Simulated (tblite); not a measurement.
Record of a relaxation.

Compound: BH₉O₃Si₄.
Atom-mapped SMILES: `[SiH3:1][O:2][Si@@H:3]1[O:4][BH:5][SiH2:6][SiH2:7][O:8]1` (hydrogens: H9, H10, H11 on Si1; H12 on Si3; H13 on B5; H14, H15 on Si6; H16, H17 on Si7)

Computed with GFN2-xTB (tblite), gas phase: L-BFGS steps from a force-field or distance-geometry start until the largest atomic force falls under 0.01 eV/Å. 6 of its 86 geometries are shown.

Step 0: E = -684.5904 eV, largest atomic force 3.735 eV/Å
```
atom  x, y, z in Å  |  force x, y, z in eV/Å
Si1     3.305    0.100   -0.233   -0.492  -0.536  -0.754
O2      2.164   -0.931   -1.025   -1.060   2.012   2.241
Si3     0.636   -0.570   -0.342   -0.059  -0.736  -2.806
O4     -0.514   -1.730   -0.922   -0.045   2.130   3.068
B5     -1.667   -1.674   -0.001    1.557  -0.402  -1.373
Si6    -2.819   -0.113   -0.077   -0.416  -1.033  -0.440
Si7    -1.242    1.473    0.050    1.231   0.981  -0.460
O8      0.142    1.011   -0.876   -0.970  -2.015   2.263
H9      2.958    1.509   -0.477   -0.027  -0.305   0.048
H10     3.314   -0.167    1.220   -0.073  -0.026  -0.284
H11     4.636   -0.153   -0.776   -0.260  -0.276  -0.164
H12     0.708   -0.617    1.131    0.002   0.023  -0.454
H13    -1.749   -2.415    0.915    0.419  -0.204  -0.320
H14    -3.511   -0.049   -1.368   -0.375   0.173   0.053
H15    -3.739   -0.051    1.071   -0.169   0.076  -0.173
H16    -0.848    1.647    1.471    0.185   0.106  -0.305
H17    -1.781    2.743   -0.452    0.551   0.033  -0.142
```

Step 17: E = -686.4047 eV, largest atomic force 0.417 eV/Å
```
atom  x, y, z in Å  |  force x, y, z in eV/Å
Si1     3.339    0.182   -0.338    0.173  -0.067  -0.041
O2      2.039   -0.636   -0.886    0.052   0.025   0.164
Si3     0.648   -0.516   -0.104    0.100  -0.053   0.175
O4     -0.383   -1.690   -0.498    0.068   0.143   0.034
B5     -1.644   -1.799   -0.078    0.260  -0.070   0.109
Si6    -2.829   -0.219   -0.151   -0.072   0.082   0.022
Si7    -1.382    1.599    0.096   -0.021  -0.155  -0.010
O8      0.023    0.910   -0.455   -0.060   0.064   0.144
H9      3.179    1.632   -0.450   -0.021  -0.135  -0.177
H10     3.501   -0.079    1.091    0.050  -0.068   0.010
H11     4.339   -0.492   -1.145    0.113   0.113  -0.076
H12     0.854   -0.642    1.345   -0.041   0.001  -0.162
H13    -1.825   -2.768    0.564   -0.337  -0.236  -0.054
H14    -3.670   -0.029   -1.331   -0.025   0.050  -0.413
H15    -3.923   -0.267    0.836    0.064   0.071   0.258
H16    -1.057    1.994    1.468   -0.068  -0.001   0.246
H17    -1.216    2.831   -0.656   -0.234   0.236  -0.227
```

Step 34: E = -686.8202 eV, largest atomic force 0.242 eV/Å
```
atom  x, y, z in Å  |  force x, y, z in eV/Å
Si1     3.462    0.131   -0.488    0.012  -0.058   0.015
O2      1.983   -0.553   -0.598    0.098  -0.017   0.131
Si3     0.692   -0.460    0.360   -0.095   0.033  -0.056
O4     -0.340   -1.680    0.029   -0.170   0.122  -0.073
B5     -1.652   -1.831   -0.133    0.099  -0.079  -0.010
Si6    -2.844   -0.212   -0.218    0.070  -0.119   0.043
Si7    -1.512    1.654    0.138   -0.003  -0.155   0.045
O8     -0.009    0.951    0.067    0.025   0.134   0.076
H9      3.398    1.569   -0.755   -0.078  -0.077   0.038
H10     3.966   -0.134    0.861   -0.023   0.062  -0.016
H11     4.245   -0.586   -1.484   -0.071  -0.067  -0.101
H12     1.018   -0.633    1.764   -0.016   0.023  -0.010
H13    -2.026   -2.963   -0.203    0.058   0.234  -0.021
H14    -3.593   -0.084   -1.492    0.052  -0.014   0.045
H15    -3.926   -0.203    0.796    0.031  -0.041  -0.042
H16    -1.524    2.285    1.466   -0.018  -0.016   0.062
H17    -1.345    2.761   -0.801    0.029   0.034  -0.126
```

Step 51: E = -686.8958 eV, largest atomic force 0.140 eV/Å
```
atom  x, y, z in Å  |  force x, y, z in eV/Å
Si1     3.461    0.057   -0.553    0.076   0.061  -0.100
O2      1.967   -0.536   -0.327    0.033   0.003   0.049
Si3     0.675   -0.387    0.615   -0.061  -0.009  -0.038
O4     -0.322   -1.583    0.149    0.080  -0.036   0.018
B5     -1.574   -1.780   -0.226   -0.034  -0.035  -0.003
Si6    -2.822   -0.229   -0.229    0.021   0.021   0.023
Si7    -1.540    1.662    0.181   -0.095  -0.064  -0.081
O8     -0.017    1.041    0.379    0.059   0.003   0.019
H9      3.362    1.481   -0.879    0.014  -0.062   0.027
H10     4.232   -0.142    0.678   -0.056   0.002  -0.031
H11     3.953   -0.751   -1.668   -0.031   0.020   0.042
H12     0.972   -0.594    2.015   -0.017  -0.012   0.043
H13    -1.831   -2.878   -0.589   -0.020   0.020   0.018
H14    -3.538   -0.097   -1.513   -0.026   0.032  -0.045
H15    -3.936   -0.289    0.743    0.029  -0.030   0.015
H16    -1.736    2.405    1.430    0.000   0.042   0.038
H17    -1.312    2.632   -0.896    0.027   0.042   0.007
```

Step 68: E = -686.9045 eV, largest atomic force 0.020 eV/Å
```
atom  x, y, z in Å  |  force x, y, z in eV/Å
Si1     3.459    0.054   -0.580   -0.007   0.009   0.002
O2      1.979   -0.503   -0.216    0.003   0.003   0.001
Si3     0.657   -0.383    0.685    0.001   0.002  -0.003
O4     -0.305   -1.589    0.167    0.009   0.006   0.006
B5     -1.545   -1.778   -0.256   -0.003   0.001  -0.009
Si6    -2.800   -0.232   -0.261   -0.014   0.004   0.002
Si7    -1.550    1.672    0.171   -0.007  -0.017   0.007
O8     -0.041    1.044    0.455    0.013   0.007   0.000
H9      3.374    1.471   -0.928   -0.003  -0.003   0.007
H10     4.290   -0.147    0.608    0.010   0.004  -0.014
H11     3.849   -0.783   -1.711    0.003  -0.002   0.007
H12     0.907   -0.609    2.093   -0.006  -0.008  -0.002
H13    -1.797   -2.873   -0.629   -0.010  -0.002   0.003
H14    -3.548   -0.066   -1.526    0.003  -0.005  -0.004
H15    -3.884   -0.351    0.740    0.001   0.009   0.005
H16    -1.790    2.448    1.397   -0.003  -0.008  -0.006
H17    -1.263    2.638   -0.898    0.011   0.002  -0.004
```

Step 85: E = -686.9052 eV, largest atomic force 0.008 eV/Å
```
atom  x, y, z in Å  |  force x, y, z in eV/Å
Si1     3.460    0.059   -0.583   -0.006   0.001   0.003
O2      1.988   -0.500   -0.191    0.003  -0.006   0.000
Si3     0.655   -0.387    0.694    0.004   0.000  -0.001
O4     -0.306   -1.588    0.162    0.004   0.004   0.003
B5     -1.547   -1.777   -0.259    0.000  -0.002   0.004
Si6    -2.801   -0.230   -0.264   -0.004  -0.003  -0.002
Si7    -1.545    1.669    0.165   -0.002  -0.004  -0.001
O8     -0.038    1.043    0.464    0.003   0.000   0.000
H9      3.365    1.475   -0.929   -0.003  -0.002  -0.002
H10     4.317   -0.138    0.586    0.000   0.001   0.001
H11     3.837   -0.783   -1.716   -0.005   0.006   0.001
H12     0.890   -0.625    2.103   -0.002  -0.002  -0.002
H13    -1.802   -2.873   -0.626   -0.003  -0.001  -0.003
H14    -3.552   -0.072   -1.529    0.003   0.000   0.001
H15    -3.882   -0.338    0.742    0.002   0.000  -0.004
H16    -1.802    2.440    1.390    0.004   0.007   0.001
H17    -1.243    2.636   -0.900    0.003  -0.001   0.001
```

Problem. Summarise the path.

Solution. The energy falls by 2.3148 eV from step 0 to step 85; nine tenths of that is first reached at step 26. It falls at every step. The largest force goes from 3.735 to 0.008 eV/Å. Among the bonds O4–B5 changes most, from 1.476 to 1.324 Å; the atoms move by 0.941 Å rms after alignment.

Problem. Follow the three bonds and two angles with the largest change from start to end.

Solution. 
```json
{"step": "0", "E above end (eV)": "2.3148", "largest force (eV/Å)": "3.735", "O4–B5 (Å)": "1.476", "Si3–O8 (Å)": "1.741", "O2–Si3 (Å)": "1.712", "Si1–O2–Si3 (°)": "106.3", "Si3–O4–B5 (°)": "106.5"}
{"step": "4", "E above end (eV)": "1.0826", "largest force (eV/Å)": "1.055", "O4–B5 (Å)": "1.363", "Si3–O8 (Å)": "1.606", "O2–Si3 (Å)": "1.611", "Si1–O2–Si3 (°)": "115.8", "Si3–O4–B5 (°)": "119.0"}
{"step": "7", "E above end (eV)": "0.8189", "largest force (eV/Å)": "0.506", "O4–B5 (Å)": "1.342", "Si3–O8 (Å)": "1.619", "O2–Si3 (Å)": "1.606", "Si1–O2–Si3 (°)": "118.0", "Si3–O4–B5 (°)": "122.0"}
{"step": "11", "E above end (eV)": "0.6761", "largest force (eV/Å)": "0.386", "O4–B5 (Å)": "1.342", "Si3–O8 (Å)": "1.602", "O2–Si3 (Å)": "1.599", "Si1–O2–Si3 (°)": "117.5", "Si3–O4–B5 (°)": "120.1"}
{"step": "15", "E above end (eV)": "0.5591", "largest force (eV/Å)": "0.392", "O4–B5 (Å)": "1.338", "Si3–O8 (Å)": "1.598", "O2–Si3 (Å)": "1.597", "Si1–O2–Si3 (°)": "118.5", "Si3–O4–B5 (°)": "122.7"}
{"step": "18", "E above end (eV)": "0.4704", "largest force (eV/Å)": "0.429", "O4–B5 (Å)": "1.331", "Si3–O8 (Å)": "1.597", "O2–Si3 (Å)": "1.600", "Si1–O2–Si3 (°)": "120.2", "Si3–O4–B5 (°)": "127.9"}
{"step": "22", "E above end (eV)": "0.3469", "largest force (eV/Å)": "0.356", "O4–B5 (Å)": "1.333", "Si3–O8 (Å)": "1.601", "O2–Si3 (Å)": "1.604", "Si1–O2–Si3 (°)": "123.2", "Si3–O4–B5 (°)": "130.8"}
{"step": "26", "E above end (eV)": "0.2231", "largest force (eV/Å)": "0.560", "O4–B5 (Å)": "1.338", "Si3–O8 (Å)": "1.601", "O2–Si3 (Å)": "1.607", "Si1–O2–Si3 (°)": "127.4", "Si3–O4–B5 (°)": "133.1"}
{"step": "30", "E above end (eV)": "0.1492", "largest force (eV/Å)": "0.326", "O4–B5 (Å)": "1.323", "Si3–O8 (Å)": "1.598", "O2–Si3 (Å)": "1.609", "Si1–O2–Si3 (°)": "130.5", "Si3–O4–B5 (°)": "136.9"}
{"step": "33", "E above end (eV)": "0.0930", "largest force (eV/Å)": "0.289", "O4–B5 (Å)": "1.329", "Si3–O8 (Å)": "1.600", "O2–Si3 (Å)": "1.610", "Si1–O2–Si3 (°)": "131.1", "Si3–O4–B5 (°)": "136.7"}
{"step": "37", "E above end (eV)": "0.0637", "largest force (eV/Å)": "0.253", "O4–B5 (Å)": "1.325", "Si3–O8 (Å)": "1.606", "O2–Si3 (Å)": "1.612", "Si1–O2–Si3 (°)": "133.6", "Si3–O4–B5 (°)": "139.2"}
{"step": "41", "E above end (eV)": "0.0325", "largest force (eV/Å)": "0.175", "O4–B5 (Å)": "1.323", "Si3–O8 (Å)": "1.604", "O2–Si3 (Å)": "1.608", "Si1–O2–Si3 (°)": "137.4", "Si3–O4–B5 (°)": "139.8"}
{"step": "44", "E above end (eV)": "0.0245", "largest force (eV/Å)": "0.117", "O4–B5 (Å)": "1.327", "Si3–O8 (Å)": "1.605", "O2–Si3 (Å)": "1.605", "Si1–O2–Si3 (°)": "137.7", "Si3–O4–B5 (°)": "139.7"}
{"step": "48", "E above end (eV)": "0.0164", "largest force (eV/Å)": "0.078", "O4–B5 (Å)": "1.324", "Si3–O8 (Å)": "1.604", "O2–Si3 (Å)": "1.607", "Si1–O2–Si3 (°)": "138.4", "Si3–O4–B5 (°)": "140.3"}
{"step": "52", "E above end (eV)": "0.0065", "largest force (eV/Å)": "0.133", "O4–B5 (Å)": "1.323", "Si3–O8 (Å)": "1.605", "O2–Si3 (Å)": "1.605", "Si1–O2–Si3 (°)": "144.0", "Si3–O4–B5 (°)": "140.3"}
{"step": "55", "E above end (eV)": "0.0042", "largest force (eV/Å)": "0.068", "O4–B5 (Å)": "1.324", "Si3–O8 (Å)": "1.605", "O2–Si3 (Å)": "1.605", "Si1–O2–Si3 (°)": "145.6", "Si3–O4–B5 (°)": "139.6"}
{"step": "59", "E above end (eV)": "0.0023", "largest force (eV/Å)": "0.038", "O4–B5 (Å)": "1.323", "Si3–O8 (Å)": "1.605", "O2–Si3 (Å)": "1.605", "Si1–O2–Si3 (°)": "146.6", "Si3–O4–B5 (°)": "139.5"}
{"step": "63", "E above end (eV)": "0.0014", "largest force (eV/Å)": "0.036", "O4–B5 (Å)": "1.324", "Si3–O8 (Å)": "1.605", "O2–Si3 (Å)": "1.604", "Si1–O2–Si3 (°)": "147.8", "Si3–O4–B5 (°)": "139.6"}
{"step": "67", "E above end (eV)": "0.0008", "largest force (eV/Å)": "0.023", "O4–B5 (Å)": "1.323", "Si3–O8 (Å)": "1.605", "O2–Si3 (Å)": "1.604", "Si1–O2–Si3 (°)": "148.3", "Si3–O4–B5 (°)": "139.6"}
{"step": "70", "E above end (eV)": "0.0006", "largest force (eV/Å)": "0.017", "O4–B5 (Å)": "1.324", "Si3–O8 (Å)": "1.605", "O2–Si3 (Å)": "1.604", "Si1–O2–Si3 (°)": "148.7", "Si3–O4–B5 (°)": "139.5"}
{"step": "74", "E above end (eV)": "0.0003", "largest force (eV/Å)": "0.018", "O4–B5 (Å)": "1.324", "Si3–O8 (Å)": "1.605", "O2–Si3 (Å)": "1.604", "Si1–O2–Si3 (°)": "148.8", "Si3–O4–B5 (°)": "139.7"}
{"step": "78", "E above end (eV)": "0.0002", "largest force (eV/Å)": "0.012", "O4–B5 (Å)": "1.324", "Si3–O8 (Å)": "1.605", "O2–Si3 (Å)": "1.604", "Si1–O2–Si3 (°)": "149.2", "Si3–O4–B5 (°)": "139.9"}
{"step": "81", "E above end (eV)": "0.0001", "largest force (eV/Å)": "0.012", "O4–B5 (Å)": "1.324", "Si3–O8 (Å)": "1.605", "O2–Si3 (Å)": "1.604", "Si1–O2–Si3 (°)": "149.7", "Si3–O4–B5 (°)": "139.8"}
{"step": "85", "E above end (eV)": "0.0000", "largest force (eV/Å)": "0.008", "O4–B5 (Å)": "1.324", "Si3–O8 (Å)": "1.605", "O2–Si3 (Å)": "1.604", "Si1–O2–Si3 (°)": "149.7", "Si3–O4–B5 (°)": "139.7"}
```

The cost below is that of the whole relaxation. Time: 1.6 s of wall time. Hardware: one thread, Arm Neoverse N1 (aarch64), no GPU, shared host with 64 logical CPUs at a one-minute load of 59.
